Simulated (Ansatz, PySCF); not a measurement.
Dissociation curve of Cl₂ (anion, charge -1), doublet.

Levels of theory: UKS-PBE = unrestricted PBE/def2-TZVP run with Ansatz (an electronic-structure program); UKS-B3LYP = unrestricted B3LYP/def2-TZVP run with PySCF; UCCSD(T) = CCSD(T) on UHF/def2-TZVP, 10 core orbitals frozen in PySCF 2.14.0.

Energies relative to the lowest point of each curve near equilibrium, in kcal/mol; the last columns give the difference from UCCSD(T):

```tsv
R / Å	UKS-PBE	UKS-B3LYP	UCCSD(T)	UKS-PBE − UCCSD(T)	UKS-B3LYP − UCCSD(T)
2.09	28.1	30.6	26.9	1.1	3.6
2.25	12.0	13.2	10.1	1.9	3.1
2.37	5.4	6.0	3.6	1.7	2.4
2.51	1.5	1.7	0.4	1.1	1.3
2.55	0.9	1.0	0.1	0.8	1.0
2.64	0.1	0.2	0.0	0.1	0.2
2.71	0.0	0.0	0.4	-0.4	-0.4
2.78	0.1	0.1	1.2	-1.1	-1.1
2.94	1.1	1.1	3.7	-2.6	-2.6
3.05	2.0	2.1	5.7	-3.8	-3.6
3.29	4.0	4.5	10.4	-6.4	-5.9
3.59	6.1	7.1	15.7	-9.6	-8.6
3.95	7.6	9.2	20.6	-13.0	-11.4
4.34	8.2	10.3	24.4	-16.1	-14.0
4.72	8.3	10.8	26.7	-18.4	-15.9
5.31	7.7	10.7	28.4	-20.7	-17.7
5.75	7.0	10.3	28.9	-21.8	-18.5
6.46	5.8	9.5	29.2	-23.4	-19.7
7.19	4.7	8.7	29.4	-24.7	-20.8
7.95	3.7	7.9	29.6	-25.9	-21.7
```

UKS-PBE is furthest from UCCSD(T) at 7.95 (-25.9 kcal/mol, below); its mean absolute difference over the points is 9.7 kcal/mol.

UKS-B3LYP is furthest from UCCSD(T) at 7.95 (-21.7 kcal/mol, below); its mean absolute difference over the points is 8.7 kcal/mol.

Where the anion isn't bound against loss of the electron, the finite basis alone holds it. At the longest distance UKS-B3LYP leaves fractional charges on the fragments, a sign of delocalisation error or of the restricted form.
